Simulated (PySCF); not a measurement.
Electronic structure of O(3+) (oxygen, charge +3) at the UHF level

Configuration: [He] 2s2 2p1, 2P determinant. All numbers are calculated (PySCF 2.14, the non-relativistic Hamiltonian (point nucleus), in dyall-acv3z (15s9p4d2f, 76 functions)).

| Quantity | Value |
| --- | --- |
| Total energy | -71.099285 hartree |
| One-electron energy | -86.1462 hartree |
| Hartree (Coulomb) energy | 21.7303 hartree |
| Exchange energy | -6.6834 hartree |
| Kinetic energy | 71.09869 hartree |
| ⟨S²⟩ | 0.7529 |
| ⟨L²⟩ | 2.007 |
| Sum of ⟨r⟩ | 3.270 bohr |
| Sum of ⟨r²⟩ | 3.391 bohr² |
| Traceless quadrupole moment −½Σ⟨3z² − r²⟩ along its main axis | -0.408 e·bohr² |
| Density at the nucleus (Gaussians lack the cusp) | 315 bohr⁻³ |
| Spin density at the nucleus | 0.0688 bohr⁻³ |
| Langevin diamagnetic susceptibility | -2.69 ×10⁻⁶ cm³/mol |

```
shell  electrons  mean orbital energy (eV)  rms radius, mean of both spins (bohr)
 1s α          1                   -636.08                                  0.229
 1s β          1                   -634.42                                  0.229
 2s α          1                   -91.078                                   1.07
 2s β          1                   -85.601                                   1.07
 2p α          1                   -78.085                                   1.00
```

Spin-orbit constants ζ (cm⁻¹) from the X2C one-electron operator on these orbitals (non-relativistic here): bare nucleus, nucleus screened by l(l+1)(2l+1)/3 electrons, and screened by the Breit-Pauli mean field of the electrons.

| shell | bare | screened nucleus | mean field |
| --- | --- | --- | --- |
| 2p | 391.0 | 293.3 | 259.2 |

To first order the Landé constant is A = 259.2 cm⁻¹, so the lowest level has J = 1/2 and lies 0.0321 eV below the centre of the term.
